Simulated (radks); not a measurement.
Dynamic dipole polarisability and lines of the potassium ion K7+, [Ne] 3s2. All-electron calculation, non-relativistic Kohn-Sham, LB94 model potential, spin-polarised, spherical densities, point nucleus. Program: a radial shooting solver on a logarithmic mesh with Libxc functionals. Time-dependent linear response with the Hartree and adiabatic LDA kernel, continuum included through the Sternheimer equations. Lines are the poles of the dipole polarisability below minus the highest occupied eigenvalue, found on a grid refined at the orbital gaps; the lowest seven at most are given, and weak or close lines can be missed. The first line takes the name of the lowest orbital gap if no other gap lies below it; otherwise a line is named after a gap within 0.6 % of it, if that gap stands alone.

photon energy (eV)  alpha (bohr^3)
0                            1.460
7.655                        1.625
17.863                       3.378
28.070                      -3.135
38.277                     -0.7542
48.484                     -0.3367
58.691                     -0.1639
68.898                      0.1244

Lines (eV, oscillator strength): 23.454 (52.86 nm, 3s-3p), f = 1.03; 85.396 (14.52 nm, 3s-4p), f = 0.272; 113.25 (10.95 nm, 3s-5p), f = 0.0929; 127.10 (9.754 nm, 3s-6p), f = 0.0438; 135.09 (9.178 nm, 3s-7p), f = 0.0245; 140.12 (8.848 nm, 3s-8p), f = 0.0152. Higher lines, where found, are left out when the end of the mesh affects them. Those listed give 98 % of the static polarisability (sum of f/w^2). Orbital energy gaps for comparison: 3s-3p 18.273 eV; 3s-4p 85.762 eV; 3s-5p 113.40 eV; 3s-6p 127.19 eV; 3s-7p 135.14 eV. At laser wavelengths: 1550 nm 1.461, 1064 nm 1.463, 780 nm 1.466, 532 nm 1.473, 355 nm 1.491, 266 nm 1.517, 193 nm 1.572 bohr^3.
